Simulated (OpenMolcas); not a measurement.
## V3+: ligand-field states by method

V3+ with its 6 nearest fluoride ions at 2.02 Å, on the Cd site of idealised cubic KCdF3 (a = 4.302 Å, distance in the model lattice 2.151 Å). The rest of the host is ab initio model potentials to 7.6 Å, with orthogonalisation functions on the cations behind the ligands, and point charges beyond; the distance is set by hand and nothing relaxes, and no local charge compensation is placed. Ligand basis ANO-RCC-VDZP.

```
Program             : OpenMolcas 26.06
Basis               : ANO-RCC-VTZP [6s5p3d2f1g]
Scalar Hamiltonian  : DKH2, point nucleus
Active space        : 2 electrons in 5 orbitals (3d)
State averaging     : 2S+1 = 3 even, 10 roots; 2S+1 = 1 even, 15 roots
Spin-orbit coupling : state interaction with AMFI integrals over the reference wave functions
```

I. CASSCF
II. SS-CASPT2, IPEA 0.25 Eh, imaginary shift 0.1 Eh (closed shells correlated: 3s 3p and the ligand valence shells)

Spin-free states (labels of O, the rotations of Oh) in cm-1, each column counted from its own energy of the first state listed:

```csv
State,Degeneracy,I,II
3T1,3,0,0
3T2,3,11062,12990
1T2,3,14090,10740
1E,2,14503,11350
3A2,1,23567,27080
3T1,3,24755,23430
1T2,3,27474,25650
1A1,1,27791,22740
1T1,3,30494,28720
1E,2,39832,39710
1A1,1,61940,55630
```

From I to II, I's first state of the same spin (3T2) moves from 11062 to 12990 cm-1, by about +1900 cm-1.

From I to II, I's first state of another spin (1T2) moves from 14090 to 10740 cm-1, by about -3300 cm-1.

I: A least-squares ligand-field fit to the states below 45000 cm-1, each weighted by its degeneracy and with a free common offset, gives 10Dq = 12583 cm-1, B = 1005 cm-1 and C = 3718 cm-1 (C/B = 3.70), with an rms deviation of 78 cm-1. The same method and metal basis give the free ion B = 1080 cm-1 (fit to its terms below 60000 cm-1, rms deviation 55 cm-1), so the nephelauxetic ratio is β = 1005 / 1080 = 0.93; it hangs on how both fits weigh the states, and computed free-ion B values tend to be too large, so β mixes covalency with correlation.

II: A least-squares ligand-field fit to the states below 45000 cm-1, each weighted by its degeneracy and with a free common offset, gives 10Dq = 14413 cm-1, B = 799 cm-1 and C = 2890 cm-1 (C/B = 3.62), with an rms deviation of 203 cm-1. The same method and metal basis give the free ion B = 978 cm-1 (fit to its terms below 60000 cm-1, rms deviation 640 cm-1), so the nephelauxetic ratio is β = 799 / 978 = 0.82; it hangs on how both fits weigh the states, and computed free-ion B values tend to be too large, so β mixes covalency with correlation.

From I to II, 10Dq changes by +15 %, B by -21 % and C by -22 %.

χT at 300 K: I 0.89, II 0.89 cm3 K/mol.

Roots that are degenerate in the reference are averaged as groups; the widest CASPT2 spread within a group is 170 cm-1 (the 3-fold group of multiplicity 1 near 28700 cm-1 above the lowest state of its run, II). Shifts and gaps below about the spread of the groups concerned are not significant. Over all roots computed the reference weight is 0.73 to 0.74 in II; a low but even weight reflects the number of correlated electrons. An orbital triplet at a regular site is open to Jahn-Teller coupling, which can distort the site and quench the lowest spin-orbit gaps and is left out. Ligand-to-metal charge-transfer states are missing. With no ligand orbital active B as a rule stays too high, so bands that hang on it stand too high and its fall with covalency is understated. Without dynamic correlation the repulsion within the d shell is too large (B by tens of per cent), so at a given field states of lower spin stand too high (holds for I). With metal d orbitals alone and no dynamic correlation 10Dq can be off by a tenth to a fifth, either way, in oxide and fluoride hosts (holds for I). With one d shell and no ligand orbital active, 10Dq can be off by a tenth or more (holds for II). No measured value stands beside these numbers; the geometry was set by hand and not optimised.
